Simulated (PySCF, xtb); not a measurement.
## Two isomers of CH7AsB+

Structure X is `CB[AsH3+]`, a singlet and structure Y is `B[AsH2+]C`, a singlet. Both are isolated ions in the gas phase, relaxed with PBE-D3(BJ)/def2-SVP; the shapes shown needn't be the lowest conformers.

X (Å):

```yaml
atoms:
  - { symbol: C, position_ang: [-2.5224, 0.3650, 0.0516] }
  - { symbol: As, position_ang: [0.3149, 1.6461, -0.5456] }
  - { symbol: B, position_ang: [-1.1527, 0.7119, 0.6227] }
  - { symbol: H, position_ang: [-3.3184, 0.4855, 0.8191] }
  - { symbol: H, position_ang: [-2.8320, 0.7982, -0.9165] }
  - { symbol: H, position_ang: [-2.4676, -0.7517, -0.0761] }
  - { symbol: H, position_ang: [-0.7180, 0.4821, 1.7278] }
  - { symbol: H, position_ang: [-0.0071, 1.8788, -2.0048] }
  - { symbol: H, position_ang: [1.6414, 0.9192, -0.5431] }
  - { symbol: H, position_ang: [0.6607, 3.0173, -0.0057] }
```

Y (Å):

```xyz
10

C    -0.8136    2.4309   -0.4848
As   -0.8887    0.4983   -0.5305
B    -1.7699   -0.4371    1.0828
H    -2.2331   -1.5316    0.8810
H    -1.7379    0.1596    2.1304
H    -1.4853    0.0523   -1.8480
H     0.5343   -0.0252   -0.5964
H    -0.2994    2.7368    0.4460
H    -0.2561    2.7864   -1.3717
H    -1.8475    2.8244   -0.4978
```

Task: Which of the two would you expect CCSD(T)/def2-SVP + ΔMP2/def2-TZVPP electronic energies to favour?

Result: Structure X; the calculation gives E(Y) − E(X) = +4.8 kcal/mol.

The same difference at several levels:

| level | geometry | E(Y) − E(X) (kcal/mol) | departure from the last row (kcal/mol) | job, with rough time for the two |
| --- | --- | --- | --- | --- |
| GFN2-xTB | GFN2-xTB | −0.1 | −4.9 | optimisation, 0.16 s |
| HF/STO-3G | GFN2-xTB | +1.2 | −3.6 | single point, 1.3 s |
| r2SCAN-D4/def2-SVP | GFN2-xTB | +9.7 | +5.0 | single point, 19 s |
| PBE-D3(BJ)/def2-SVP | PBE-D3(BJ)/def2-SVP | +10.4 | +5.6 | optimisation, 3.9 min |
| HF/def2-SVP | PBE-D3(BJ)/def2-SVP | +5.1 | +0.3 | part of the CCSD(T) run |
| MP2/def2-SVP | PBE-D3(BJ)/def2-SVP | +7.6 | +2.8 | part of the CCSD(T) run |
| CCSD(T)/def2-SVP | PBE-D3(BJ)/def2-SVP | +7.7 | +3.0 | single point |
| CCSD(T)/def2-SVP + ΔMP2/def2-TZVPP | PBE-D3(BJ)/def2-SVP | +4.8 |  | single point, 76 s |

As drawn, Y has 1 C–As, 1 B–H in place of 1 C–B, 1 As–H.

GFN2-xTB finds them nearly level. The largest departure from CCSD(T)/def2-SVP + ΔMP2/def2-TZVPP is that of PBE-D3(BJ)/def2-SVP, 5.6 kcal/mol. The last row adds to CCSD(T) the change of the MP2 difference between the two basis sets, here −3.0 kcal/mol.

With thermal terms from frequencies at re-optimised GFN2-xTB minima (ideal gas, soft modes damped towards free rotors, one conformer each, 298.15 K, 1 atm): on the last row, ΔE + ΔZPE = +5.2, ΔH = +5.1, ΔG = +5.5 kcal/mol.

The correlated steps freeze 11 core orbitals; the filled d shell of As is correlated, in a basis made for valence electrons. Codes used: PySCF 2.14.0, xtb 6.7.1; the last row on 2 threads of Arm Neoverse V2 on a shared host.
